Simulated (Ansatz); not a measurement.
Basis-set extrapolation for `FC(F)=[CH][AlH2]` (PBE0-D4/def2-TZVP geometry, frozen core, Ansatz 0.2.0). Multiplicity 1, RHF reference.

|  | def2-TZVPP | def2-QZVPP |
| --- | --- | --- |
| HF | -518.369532 | -518.388636 |
| MP2 correlation | -0.884484 | -0.958742 |
| CCSD(T) correlation | -0.942700 | not run |

Energies in hartree. Use E(X) = E(∞) + A·exp(−7.88·√X) for Hartree–Fock and E(X) = E(∞) + B·X^(−2.97) for correlation, with X = 3 and 4, and add CCSD(T) minus MP2 of the smaller set to the MP2 limit.

**Question.** What is the CCSD(T) energy at the basis-set limit?

**Answer.** HF limit: -518.388636 + (-0.019104) × 0.13774 = -518.39127. MP2 limit: -0.958742 + (-0.074258) × 0.74074 = -1.01375. Higher-order term: -0.942700 − (-0.884484) = -0.05822. Total: -519.46324 hartree, 396.5 kJ/mol below CCSD(T)/def2-TZVPP.
